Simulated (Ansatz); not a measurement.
Abridged output of a molecular run in Ansatz:

```
Functional definition: HF
1607 factors; integrals over basis functions are off by at most 9.2e-4 eV
mean field evaluation 1: about -64037.4509 eV, gradient 8.5e1 eV
mean field evaluation 2: about -64037.7638 eV, gradient 8.6e1 eV
mean field evaluation 4: about -64047.5958 eV, gradient 2.2e1 eV
mean field evaluation 8: about -64048.2205 eV, gradient 1.3e0 eV
mean field evaluation 16: about -64048.2267 eV, gradient 1.7e-6 eV
mean field -64048.22670230 eV, -2353.7289178621 hartree, gradient 1.7e-6 eV, S^2 0.000000; 0 other end points of the search recorded, 0 dependent functions left out
18 core orbitals not correlated: weight in the atoms' cores, before any rotation towards them, 1.000 or more for the frozen orbitals, at most 0.000 for the correlated occupied ones
reference -64048.22670230 eV, -2353.7289178621 hartree; 22, 22 occupied and 204, 204 virtual orbitals, 1607 factors
second order -46.34686674 eV of doubles, -0.00000000 eV of singles
cycle   1  -41.78222991 eV  change     4.6e0 eV  update   2.9e-1
cycle   2  -43.57926761 eV  change    -1.8e0 eV  update   2.4e-1
cycle   3  -44.02665547 eV  change   -4.5e-1 eV  update   6.3e-2
cycle   4  -44.08254834 eV  change   -5.6e-2 eV  update   3.2e-2
cycle   5  -44.02519662 eV  change    5.7e-2 eV  update   1.2e-2
cycle   6  -44.01167006 eV  change    1.4e-2 eV  update   5.0e-3
cycle   7  -44.01743903 eV  change   -5.8e-3 eV  update   2.6e-3
cycle   8  -44.01676863 eV  change    6.7e-4 eV  update   9.3e-4
cycle   9  -44.01620622 eV  change    5.6e-4 eV  update   3.9e-4
cycle  10  -44.01687584 eV  change   -6.7e-4 eV  update   2.2e-4
cycle  11  -44.01699736 eV  change   -1.2e-4 eV  update   9.9e-5
cycle  12  -44.01667839 eV  change    3.2e-4 eV  update   5.0e-5
cycle  13  -44.01671619 eV  change   -3.8e-5 eV  update   3.4e-5
perturbative correction -1.76661468 eV, -0.0649218919 hartree
Total energy: -64094.01003316 eV, -2355.4114242384 hartree
```

Its atoms:

```xyz
7

O     0.651   -0.215    2.626
Cu    0.226   -0.107    0.910
P    -0.275   -0.087   -1.122
F    -0.403    1.295   -1.808
F    -1.619   -0.717   -1.567
F     0.670   -0.786   -2.130
H     0.750    0.617    3.091
```

**Question.** Which basis set was used?
A. def2-QZVPP
B. cc-pV(Q+d)Z
C. def2-TZVPP
D. def2-SVP

**Answer.** C. It gives 244 functions.

**Question.** Write the keys of the input that set method, charge and spin (a neutral closed shell needs none for the last two).

**Answer.** 
```yaml
correlation: {method: ccsd_t, frozen_orbitals: {Cu: 9, F: 1, H: 0, O: 1, P: 5}}
```
